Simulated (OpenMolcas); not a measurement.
Rh2+ (d7) among equal point charges was computed by CASSCF with the d shell active (OpenMolcas, ANO-RCC-VTZP on the metal). Its lowest spin-free states, and all those of the highest spin:

| 2S+1 | Degeneracy | E (cm-1) |
| --- | --- | --- |
| 4 | 1 | 0.0 |
| 4 | 2 | 2614 |
| 2 | 1 | 8483 |
| 4 | 1 | 8904 |
| 4 | 2 | 9885 |
| 2 | 1 | 14086 |
| 2 | 1 | 15281 |
| 2 | 2 | 15847 |
| 2 | 2 | 18882 |
| 2 | 1 | 18894 |
| 4 | 1 | 19453 |
| 4 | 2 | 20526 |
| 4 | 1 | 27817 |

Is the site octahedral, tetrahedral or cube-like, axial, or of lower symmetry?

The states with 2S+1 = 4 have orbital degeneracies 1, 2, 1, 2, 1, 2, 1. There are pairs but no triples, so the site is axial: not cubic, but with a proper or improper axis of order three or more. The run had Rh2+ among 6 point charges of -1.7 e arranged as a tetragonal octahedron (D4h), 1.95 Å from the ion, with the axial distance 2.203 Å. The active orbitals were held to one l.

Without dynamic correlation the repulsion within the d shell is too large (B by tens of per cent), so at a given field states of lower spin stand too high. This shell can be high or low spin here, a state of another spin lies low, and with metal d orbitals alone active their balance is uncertain, so the ground spin may be wrong. Point charges give a weaker field than real ligands, and real ions of this kind are as a rule low spin; the high spin found here belongs to the model. Point charges carry no covalency, so the field is a model and not that of real ligands. No measured value stands beside these numbers.
